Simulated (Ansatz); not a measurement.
Geometry optimisation, Ansatz 0.2.0, RKS PBE0-D4/def2-SVP.

Input:

```yaml
crystal:
  periodic: [false, false, false]
  atoms:
    - { symbol: Si, position_ang: [0.43833, -0.75478, 1.38902] }
    - { symbol: O, position_ang: [0.03289, 0.03857, 0.03128] }
    - { symbol: Sc, position_ang: [-0.48384, 0.86476, -1.51886] }
    - { symbol: Cl, position_ang: [-2.02983, -0.01698, -2.86521] }
    - { symbol: Cl, position_ang: [0.40896, 2.76411, -2.27866] }
    - { symbol: H, position_ang: [-0.72805, -0.69557, 2.28485] }
    - { symbol: H, position_ang: [0.75745, -2.13817, 0.9994] }
    - { symbol: H, position_ang: [0.74283, 0.56929, 0.47222] }
basis:
  gaussian: { orbitals: def2-SVP }
hamiltonian:
  xc: pbe0
  dispersion: d4
relax:
  f_tol: 0.02
  max_steps: 50
```

Run as:

```bash
$ ansatz run input.yaml --threads 2 --pin off --max-ram 3072MiB --backend cpu --events-out ev --progress --plain --runs-dir out
```

Problem. Where does it end, and by what steps?

Solution. It converged. After 22 steps the energy has fallen by 3.350 eV; H6 moved furthest, 1.61 Å. Joined: Sc3–H6 (4.12 → 2.13 Å), Sc3–H7 (4.11 → 2.27 Å).

```tsv
step	energy less start (eV)	largest force component (eV/Å)	accepted
0	0.0000	6.277	yes
1	-1.0184	3.920	yes
2	-1.4927	1.403	yes
3	-1.7074	1.223	yes
4	-1.8219	0.891	yes
5	-1.9625	0.444	yes
6	-2.0710	0.513	yes
7	-2.2048	0.248	yes
8	-2.3474	0.481	yes
9	-2.5588	0.532	yes
10	-2.7641	0.356	yes
11	-2.9429	0.224	yes
12	-3.0580	0.724	yes
13	-3.0868	0.668	yes
14	-3.2197	0.523	yes
15	-3.2817	0.330	yes
16	-3.3213	0.226	yes
17	-3.3454	0.091	yes
18	-3.3473	0.098	yes
19	-3.3485	0.079	yes
20	-3.3499	0.028	yes
21	-3.3500	0.020	yes
22	-3.3500	0.007	yes
```

```xyz
8
Properties=species:S:1:pos:R:3
Si 0.172 -0.692 1.478
O 1.175 0.005 0.064
Sc -0.565 0.296 -0.945
Cl -1.206 -1.073 -2.647
Cl -0.772 2.539 -1.262
H -0.943 0.415 1.146
H -0.539 -1.543 0.377
H 1.817 0.685 0.303
```

Whether the end is a true minimum wasn't checked by a vibrational analysis.

Time of the run: 41 s on 2 threads of AMD EPYC 9R45 96-Core Processor (Zen 5), on a shared host, peak memory 0.33 GiB.
